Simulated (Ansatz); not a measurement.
A nudged elastic band was laid between two geometries of H₃InS (5 atoms, charge 0, multiplicity 1).

Level of theory: RKS PBE0-D4/def2-SVP in Ansatz 0.2.0.

* movable images: 5
* climbing image: yes
* spring: 50.0 eV/Å²
* optimiser: quadratic models (default)
* start path: through a guess of the saddle point
* force threshold: 0.05 eV/Å
* iteration limit: 60
* end points: relaxed

Initial state:

```xyz
5
Properties=species:S:1:pos:R:3
S 1.145 -0.948 0.919
In -0.189 0.622 -0.337
H 0.255 -1.958 0.807
H -1.695 0.039 -0.930
H 0.533 2.172 -0.500
```

Final state:

```xyz
5
Properties=species:S:1:pos:R:3
S 0.260 -1.591 0.678
In -0.406 0.462 -0.397
H 1.436 -1.099 1.129
H -1.935 0.375 -1.176
H 0.695 1.779 -0.276
```

(1) What changes between the two ends?

(2) What energy profile does the band end with?

(3) What is the geometry of the highest image?

Answers

(1) No bond is made or broken. The dihedral H3–S1–In2–H5 goes from 180 to 0°. The two ends are copies of one structure, up to a mirror image or an exchange of like atoms.

(2) It converged. The highest image is number 3 of 0 to 6, 6.9 kcal/mol above the ends, which have the same energy within 2 meV. Another band between the same ends (5 images) ends at a top of the same energy, where a vibrational analysis finds 1 clearly imaginary mode.

```
image  path coordinate (Å)  energy (kcal/mol)  dihedral H3–S1–In2–H5 (°)
    0                 0.00                0.0                        180
    1                 0.46                1.7                       -150
    2                 0.93                5.1                       -120
    3                 1.39                6.9                        -90
    4                 1.85                5.1                        -61
    5                 2.32                1.7                        -30
    6                 2.78                0.0                          0
```

(3) 
```xyz
5
Properties=species:S:1:pos:R:3:forces:R:3
S 0.505 -0.940 1.448 -0.01 0.04 0.02
In -0.289 0.578 -0.308 -0.01 -0.01 0.01
H 0.922 -1.835 0.525 0.02 -0.03 -0.03
H -1.930 0.379 -0.810 0.00 0.00 0.00
H 0.841 1.745 -0.896 0.01 0.00 0.00
```

The run took 110 s on 1 thread of Arm Neoverse V1, with other jobs on the host, peak memory 0.23 GiB.
